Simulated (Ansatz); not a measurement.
Other settings, tried on the cluster SiAu₃⁺.

```yaml
crystal:
  periodic: [false, false, false]
  atoms:
    - {symbol: Au, position_ang: [1.923131, -1.101330, -0.056352]}
    - {symbol: Au, position_ang: [-2.072785, 0.785468, 0.033943]}
    - {symbol: Au, position_ang: [0.604932, 1.277547, 0.070866]}
    - {symbol: Si, position_ang: [-0.455278, -0.961695, -0.048468]}
basis:
  gaussian: {orbitals: def2-SVP}
total_charge: 1
magnetization: {spin_polarized: true, initial_magnetization: 0}
hamiltonian: {xc: {name: B97}}
scf: {omitted_lower_state_checks: [starts]}
```

```sh
$ ansatz run in.yaml --threads 4 --pin off --events-out ev --progress --plain --max-ram 3916MiB
```

It prints (some lines left out):

```
Functional definition: B97
1144 factors; integrals over basis functions are off by at most 3.5e-4 eV
mean field evaluation 1: about -18942.1456 eV, gradient 4.2e1 eV
mean field evaluation 2: about -18860.0770 eV, gradient 1.3e2 eV
mean field evaluation 4: about -18949.9765 eV, gradient 6.5e0 eV
mean field evaluation 8: about -18950.2488 eV, gradient 3.6e-1 eV
mean field evaluation 16: about -18950.2497 eV, gradient 6.7e-5 eV
mean field -18950.24974656 eV, -696.4088332453 hartree, gradient 6.8e-5 eV, S^2 0.000000; 0 other end points of the search recorded, 0 dependent functions left out
reference -18950.24977598 eV, -696.4088343268 hartree; 35, 35 occupied and 79, 79 virtual orbitals, 1144 factors
Total energy: -18950.24977598 eV, -696.4088343268 hartree
Checks for a lower state left out: starts
```

Run time 8.5 s (4 threads of Arm Neoverse V2 on a shared host), peak host memory 0.58 GiB.

In the def2 sets Au takes a core potential; there is no spin–orbit coupling.
